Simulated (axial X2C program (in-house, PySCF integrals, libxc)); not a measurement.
Spin–orbit effects along a row: molecules with I (ions), PBE0

Computed with an axial X2C code built on PySCF integrals, spin-free (one-electron X2C) or two-component (2c: spin–orbit coupling with atomic mean-field Coulomb and Gaunt terms, which also bring small scalar terms), in Dyall basis sets with cores contracted in-house; open shells are unrestricted.

Basis sets: Al dyall-av3z, Cl dyall-av3z, I dyall-acv3z, Mg dyall-av3z, Na dyall-av3z, P dyall-av3z, Si dyall-av3z.

```tsv
molecule	spin-free state	Re (Å)	ωe (cm⁻¹)	De (eV)	2c state	Re 2c (Å)	ωe 2c (cm⁻¹)	De 2c (eV)
NaI⁻	M_S = 1/2, Λ = 0	2.913	175.6	0.94	Ω = 1/2	2.916	174.7	0.94
MgI⁻	M_S = 0, Λ = 0	2.907	166.4	0.75	Ω = 0	2.911	165.5	0.75
AlI⁻	M_S = 1/2, Λ = 1	2.763	208.7	1.19	Ω = 1/2	2.762	209.5	1.21
SiI⁻	M_S = 1, Λ = 0	2.649	247.9	1.70	Ω = 1	2.652	246.5	1.70
PI⁻	M_S = 1/2, Λ = 1	2.498	299.9	0.60	Ω = 3/2	2.497	299.9	0.64
ICl⁻	M_S = 1/2, Λ = 0	2.887	172.8	1.38	Ω = 1/2	2.906	165.8	1.16
```

Fragments in 2c: I- + Na, I- + Mg, I- + Al, I- + Si, I- + P, I + Cl-. Each entry is the lowest single determinant of a limited PBE0 search at one distance. De goes to single-determinant-based atoms at the same level (for ions the charge split of lowest energy) and is withheld (n/a) where an atom does not fit its ground term or J level. Main or longest-lived isotopes. One determinant is a doubtful description, or other states lie close, for SiI⁻; these need not be ground states, and all values refer to the states named. Some open-shell Ω = 0 determinants are out of reach, so the Ω given for SiI⁻ need not be the lowest component. With several unpaired electrons the Ω given is that of one determinant, not necessarily of the lowest component. Some light 2c atoms are not at their ground J level, so De misses part of their lowering (0.04 eV or less). The functionals have no current term, which raises determinants with orbital currents. Where the atoms have a lower orbital projection than the molecule, De at mean-field level may be about a tenth of an eV too small.
